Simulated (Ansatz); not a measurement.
`FCS[SiH3]` + `CC#CS` → `CC#CS[SiH3]` + `FCS`  (ligand exchange at the Si–S bond)

Computed with Ansatz on PBE0-D4/def2-TZVP structures; ΔE is electronic, products minus reactants. CCSD(T)/CBS is the MP2 limit (def2-TZVPP, def2-QZVPP) plus CCSD(T) − MP2 in def2-TZVPP, frozen cores. DFT in def2-TZVPP. B3LYP here is the variant with VWN-RPA as its local correlation; programs differ in this. One conformer a species, not always the lowest.

```
             level  ΔE (kJ/mol)  difference from CCSD(T)/CBS
         r2SCAN-D4         -6.6                          0.6
           PBE0-D4         -7.2                          0.0
          B3LYP-D4         -7.3                         -0.1
           ωB97X-V         -6.1                          1.1
           ωB97M-V         -6.3                          0.9
            B2PLYP         -7.7                         -0.5
            r2SCAN         -6.4                          0.8
             B3LYP         -6.6                          0.6
     HF/def2-TZVPP         -6.8                          0.4
    MP2/def2-TZVPP        -10.1                         -2.9
SCS-MP2/def2-TZVPP         -9.3                         -2.1
CCSD(T)/def2-TZVPP         -7.9                         -0.7
     HF/def2-QZVPP         -7.0                          0.2
SCS-MP2/def2-QZVPP         -8.9                         -1.7
      HF/CBS(def2)         -7.0                          0.2
    CCSD/CBS(def2)         -6.8                          0.4
       CCSD(T)/CBS         -7.2                            0
```

Largest T1 diagnostic among the species: 0.012.
